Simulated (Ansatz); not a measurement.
Cl3H2NSn (`[NH2][Sn]([Cl])([Cl])[Cl]`). Total charge 0; spin multiplicity 1. Sn takes the def2 core potential. The structure was optimised at the PBE0-D4/def2-TZVP level. It is one conformer, not always the lowest.

```xyz
7

N     0.335   -0.500    1.244
Sn    0.001    0.179   -0.601
Cl    0.259   -1.567   -2.067
Cl   -2.097    1.074   -0.975
Cl    1.530    1.830   -1.046
H     0.269    0.231    1.943
H    -0.298   -1.248    1.502
```

Problem. What is the dipole moment at ωB97M-V/def2-TZVPP? (An estimate is asked.)

Solution. Computed: 2.51 D, with components (-0.63, -0.47, 2.38) D in this frame, pointing from negative to positive charge.

Problem. And with PBE, r2SCAN, B3LYP? (Estimate.)

Solution. Computed: PBE 2.53 D, r2SCAN 2.60 D, B3LYP 2.54 D.

Problem. Give the Mulliken charges with ωB97M-V, r2SCAN, PBE in def2-TZVPP. (An estimate is asked.)

Solution. Computed: 
```tsv
atom	ωB97M-V	r2SCAN	PBE
N1	-0.43	-0.50	-0.46
Sn2	1.05	1.16	1.05
Cl3	-0.29	-0.33	-0.30
Cl4	-0.30	-0.33	-0.30
Cl5	-0.29	-0.33	-0.30
H6	0.13	0.16	0.16
H7	0.13	0.16	0.16
```

B3LYP here is the variant with VWN-RPA as its local correlation; programs differ in this.
